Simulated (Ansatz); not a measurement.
Total energies of B4O10H8, a hydroxylated oxide cluster from Ansatz at PBE0-D4/def2-SVP, gas phase (1 Eh = 27.2114 eV = 2625.5 kJ/mol). The reference geometry is relaxed at PBE-D4/def2-SVP.

```xyz
22

B     0.6222    1.0241    0.2358
B    -1.2217   -0.4793   -0.6406
B    -1.9658    1.6528   -1.6867
B     1.4689   -2.4646    1.6466
O    -3.0101    2.5401   -1.5717
O    -0.7968    1.8795   -2.3927
O    -0.2036    2.0480    0.6285
O     2.0014    0.9862    0.4091
O    -1.5724   -1.7821   -0.5078
O     0.1012   -0.1106   -0.3205
O    -2.1389    0.4292   -1.0879
O     1.3201   -3.5122    2.5202
O     0.9828   -2.6076    0.3431
O     2.0900   -1.3358    2.1126
H    -2.8700    3.3793   -2.0388
H    -0.7479    2.7595   -2.8009
H     0.2344    2.7831    1.0870
H     2.3889    1.7698    0.8326
H    -0.8230   -2.3137   -0.1452
H     0.8672   -4.2542    2.0843
H     1.0640   -1.7603   -0.1491
H     2.2091   -0.6313    1.4421
```

```csv
state,geometry,energy (Eh)
charge 0 singlet,reference,-855.56335
charge 1 doublet,reference,-855.17594
charge -1 doublet,reference,-855.50753
free B atom (doublet),–,-24.58932
free O atom (triplet),–,-74.92490
free H atom (doublet),–,-0.50029
```

Problem. Work out the vertical ionisation energy to the doublet.

Solution. E(charge 1 doublet) − E(charge 0 singlet) = -855.17594 − (-855.56335) = 0.38741 Eh = 10.54 eV. For comparison, −ε of the highest occupied level is 8.59 eV at this level, 1.95 eV less.

Problem. Work out the vertical electron affinity, to the doublet.

Solution. E(charge 0 singlet) − E(charge -1 doublet) = -855.56335 − (-855.50753) = -0.05582 Eh = -1.52 eV; negative, so the extra electron isn't bound. The basis lacks diffuse functions, which makes affinities too small.

Problem. Give the fundamental gap IE − EA, the Mulliken electronegativity (IE + EA)/2 and the hardness (IE − EA)/2.

Solution. From the values in Eh: IE − EA = 0.38741 − (-0.05582) = 0.44323 Eh = 12.06 eV; (IE + EA)/2 = 4.51 eV; (IE − EA)/2 = 6.03 eV. The HOMO–LUMO gap of the same run is 8.72 eV, 3.34 eV smaller than the fundamental gap.

Problem. What is the binding energy per atom against free atoms?

Solution. Atoms: 4 × (-24.58932) + 10 × (-74.92490) + 8 × (-0.50029) = -851.60860 Eh. Binding: -851.60860 − (-855.56335) = 3.95475 Eh = 107.61 eV, or 4.89 eV for each of 22 atoms (no zero-point energy, no counterpoise term).

At PBE0-D4/def2-SVP the highest occupied level of the charge -1 doublet lies above zero (up to 2.95 eV). By energy differences it is unbound by 1.52 eV (vertical, to the charge 0 singlet, at PBE0-D4/def2-SVP) and held by the finite basis.
